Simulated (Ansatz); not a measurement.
Gas-phase electronic energies from Ansatz, PBE0-D4/def2-TZVP geometries. CCSD(T)/CBS is the MP2 limit (def2-TZVPP, def2-QZVPP) plus CCSD(T) − MP2 in def2-TZVPP, frozen cores. This one scheme is used for every species. Functionals use def2-TZVPP. Each species was taken in one conformer, which may not be the lowest.

`C=C[SiH2]NC` + H₂O → `C=C[SiH2]O` + CH₃NH₂  (formal hydrolysis of the Si–N bond)

`C=C[SiH2]NC`:

Cartesian coordinates in Å:
```
C -1.026 1.429 1.677
C -0.291 0.348 1.923
Si 0.387 -0.754 0.586
N 0.329 0.087 -0.910
C 0.337 -0.567 -2.202
H -1.284 1.717 0.661
H -1.404 2.068 2.471
H -0.066 0.105 2.961
H -0.420 -1.993 0.402
H 1.749 -1.196 1.025
H 0.724 1.014 -0.932
H 1.344 -0.789 -2.578
H -0.176 0.044 -2.951
H -0.203 -1.514 -2.133
```

H₂O:

Z-matrix (Å, degrees):
```
O
H 1 0.960
H 1 0.960 2 105.1
```

`C=C[SiH2]O`:

```xyz
10

C     1.615    0.222    0.186
C     0.610   -0.597    0.486
Si   -1.162   -0.207    0.086
O    -1.284    1.166   -0.820
H     1.441    1.176   -0.303
H     2.649   -0.016    0.420
H     0.842   -1.539    0.983
H    -1.759   -1.374   -0.624
H    -1.941    0.055    1.322
H    -1.010    1.113   -1.736
```

CH₃NH₂:

```xyz
7

C    -0.181    0.183    0.506
N    -0.025   -0.224   -0.880
H     0.722    0.095    1.128
H    -0.966   -0.416    0.973
H    -0.510    1.224    0.544
H     0.269   -1.190   -0.937
H     0.692    0.327   -1.334
```

```tsv
level	ΔE (kJ/mol)
B97M-V	-45.6
BHLYP-D4	-43.9
HF/def2-SVP	-48.0
SCS-MP2/def2-QZVPP	-42.2
```

**Question.** What does CCSD(T)/CBS give? (Best estimate.)

**Answer.** The calculation gave: -39.2 kJ/mol. The listed levels differ from it by -6.4, -4.7, -8.8, -3.0 kJ/mol.

Largest T1 diagnostic among the species: 0.011.

In def2-TZVPP, CCSD(T) changes the Hartree–Fock value by +14.4 kJ/mol (the triples alone add +1.9 kJ/mol) and MP2 by +16.1 kJ/mol. Leaving LDA and LC-ωPBE aside and taking each functional with its dispersion term where it has one, the values, not all of them listed here, spread over 12.0 kJ/mol, from B2PLYP to revPBE-D4. LDA lies +6.6 kJ/mol from PBE without D4. The D4 term adds +7.8 kJ/mol with B3LYP and +4.5 kJ/mol with PBE0; it sums over pairs of atoms, weighted by their polarisabilities, and B3LYP, whose exchange is more repulsive, gets the larger term.

CCSD(T)/CBS has its own doubt, a few kJ/mol and more with outer-core shells, so smaller differences from it don't rank the levels.

B3LYP here is the variant with VWN-RPA as its local correlation; programs differ in this.
